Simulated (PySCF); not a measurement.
TlH3(NH3) at several levels of theory

Computed with PySCF 2.14.0 (density fitting, no spin-orbit coupling) at the geometry relaxed with PBE0:

```xyz
8
TlH3(NH3) (singlet)
Tl    0.2804   -0.2804    0.2804
H     1.0692    1.0703    1.0692
H    -1.0703   -1.0692    1.0692
H     1.0692   -1.0692   -1.0703
N    -1.1908    1.1908   -1.1908
H    -1.7920    1.7920   -0.6298
H    -0.6298    1.7920   -1.7920
H    -1.7920    0.6298   -1.7920
```

| level | basis | state | HOMO (eV) | gap (eV) | charge on Tl1 (e) | dipole about the centre of mass (D) | largest force component (eV/Å) |
| --- | --- | --- | --- | --- | --- | --- | --- |
| PBE0 | Tl def2-SVP with ECP60, H def2-SVP, N def2-SVP | singlet | -7.17 | 6.98 | 0.11 | 4.46 | 0.01 |
| wB97X | the same | singlet | -9.48 | 11.16 | 0.17 | 4.44 | 0.01 |
| PBE0 | Tl def2-TZVP with ECP60, H def2-TZVP, N def2-TZVP | singlet | -7.24 | 6.70 | 0.24 | 4.18 | 0.20 |

Charges are Mulliken's, which hang on the basis. The relaxation used the grid (50, 194), these runs (75, 302) or, all-electron (x2c bases, spin-free X2C Hamiltonian), (99, 590).

What does TPSS with Tl def2-SVP with ECP60, H def2-SVP, N def2-SVP give here?

state singlet, HOMO (eV) -6.20, gap (eV) 5.44, charge on Tl1 (e) 0.13, dipole about the centre of mass (D) 4.52, largest force component (eV/Å) 0.18. Time: 4.8 s on 2 threads of Arm Neoverse V1 (shared host), from an already converged density.

In the first row's basis the gap widens with exact exchange: 5.4 eV for TPSS (none); 7.0 eV for PBE0 (a fixed share); 11.2 eV for wB97X (rising or full at long range).
